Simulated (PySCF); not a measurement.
Al(Br)(OMe)(NH2) (CH5AlBrNO), SMILES C[O][Al]([NH2])[Br]. Atoms are numbered in the order given.

```xyz
10

Al    -0.6664     0.5390     0.0000
Br     0.4343    -1.4298     0.0000
O      0.1983     1.9870     0.0000
C      1.5202     2.4133     0.0000
H      1.7288     3.0333     0.8899
H      2.2408     1.5745     0.0000
H      1.7288     3.0333    -0.8899
N     -2.4214     0.5561     0.0000
H     -3.0045    -0.2717     0.0000
H     -2.9875     1.3963     0.0000
```
Charge 0, spin multiplicity 1.

The structure is a stationary point at PBE0-D3(BJ)/def2-SVP. The structure was generated by enumeration; whether it is a known compound was not checked. One conformer was computed; it need not be the lowest.

Two levels are set side by side: PBE/pcSseg-1 (PySCF) and PBE0/pcSseg-1 (PySCF). GIAO shifts against H2O (¹⁷O), NH3 (¹⁵N), TMS (¹H), TMS (¹³C) at the same level; non-relativistic, no solvent, atoms listed together averaged. Without spin–orbit terms, shifts of atoms bonded to Cl or Br come out too high at both levels. Differences are taken from unrounded values.

```json
[
 {"quantity": "δ(¹⁷O) of O3 (ppm)", "PBE0": "22.2", "PBE": "39.8", "PBE minus PBE0": "17.6"},
 {"quantity": "δ(¹³C) of C4 (ppm)", "PBE0": "55.4", "PBE": "57.4", "PBE minus PBE0": "2.0"},
 {"quantity": "δ(¹⁵N) of N8 (ppm)", "PBE0": "15.2", "PBE": "19.9", "PBE minus PBE0": "4.7"},
 {"quantity": "δ(¹H) of H9, H10 (ppm)", "PBE0": "0.75", "PBE": "0.70", "PBE minus PBE0": "-0.05"}
]
```

Rough cost on one machine, each run with all the roots and properties that it gave: PBE0 against PBE within a factor of 2.
